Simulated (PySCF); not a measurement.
# MCs for M along the fifth-period p block

CCSD(T) with double-zeta basis sets in PySCF, for the lowest determinant that a PBE0 search found; no spin–orbit coupling. De refers to high-spin ground-configuration atoms.

```csv
M,basis,"reference, frozen orbitals",state (unpaired electrons),Re (Å),ωe (cm⁻¹),De (eV)
Sn,def2-SVP,"UHF, 4","quartet (σ ↑, π ↑↑)",3.644,89.5,1.25
Sb,def2-SVP,"UHF, 4",triplet (π ↑↑),3.733,88.2,0.65
Te,def2-SVP,"UHF, 4",doublet (π ↑),3.552,107,1.85
I,def2-SVP,"RHF, 4",singlet (closed shell),3.433,117,3.16
```

The shortest bond is that of CsI (3.433 Å), the longest that of CsSb (3.733 Å). CsI is bound most strongly (3.16 eV) and CsSb least (0.65 eV).

The state changes along the series, so neighbouring rows are not always alike in their bonding.

Correlated steps freeze 4 core orbitals. Correlated levels converge slowly with the basis: in double zeta they bind strong bonds too weakly, by up to about 1 eV, and carry superposition errors of some tenths. These are scalar-relativistic numbers at best; spin–orbit coupling would shift them, the dissociation energy most. Where the molecule has an RHF reference, its open-shell atoms are computed with UHF. States were picked by a PBE0 search and need not be the measured ground states.
